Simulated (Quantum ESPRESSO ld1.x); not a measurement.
Values are calculated unless marked as measured or tabulated.
Problem. The mean radii <r> (bohr) of the occupied orbitals of an atom or ion are listed with their occupations. Code: ld1.x of Quantum ESPRESSO 7.5. Model: scalar-relativistic Kohn-Sham, BLYP, spin-unpolarised, spherical densities, point nucleus.

| orbital | occ. | <r> |
|---|---|---|
| 1s | 2 | 0.2294 |
| 2s | 2 | 1.172 |
| 2p | 1 | 1.137 |

Name the element and its charge.

Solution. Z = 7, nitrogen, charge +2: N2+ in [He] 2s2 2p1. The 1s radius gives Z: for a bare nucleus <r> = (2 gamma + 1)/(2Z) with gamma = sqrt(1 - (Z/c)^2), 0.2141 bohr for Z = 7, and screening makes it slightly larger (0.2294 here). The occupations add up to 5, and the charge is Z minus that.
